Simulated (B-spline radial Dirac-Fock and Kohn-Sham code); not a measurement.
The computed values come from a B-spline atomic structure program: ΔSCF Dirac-Fock with Breit, self-energy and vacuum polarisation, finite nucleus, configuration average. No correlation.

Q: An atom or ion in its tabulated ground configuration has these computed binding energies (the last is its least bound level). Which is it?

```
level  binding energy (eV)
    K              15409.7
   L1               2959.5
   L2               2768.8
   L3               2714.2
   M1               1101.2
 M2,3               1041.4
```

A: Kr²³⁺: Z = 36 with 13 electrons, [Ne] 3s2 3p1. The hydrogen-like estimate √(E/Ry) = 33.7 for the K level lies 2.3 below Z; the outermost level, at 1041.4 eV, fixes the charge.

Q: Identify the element and charge state from the binding energies below (tabulated ground configuration; the least bound level is included).

```
level  binding energy (eV)
    K              15244.8
   L1               2116.4
   L2               1910.2
   M1                369.8
   M4                155.2
   N1                72.09
 N2,3                52.51
```

A: Rb³⁺: Z = 37 with 34 electrons, [Ar] 3d10 4s2 4p4. The hydrogen-like estimate √(E/Ry) = 33.5 for the K level lies 3.5 below Z; the outermost level, at 52.51 eV, fixes the charge.
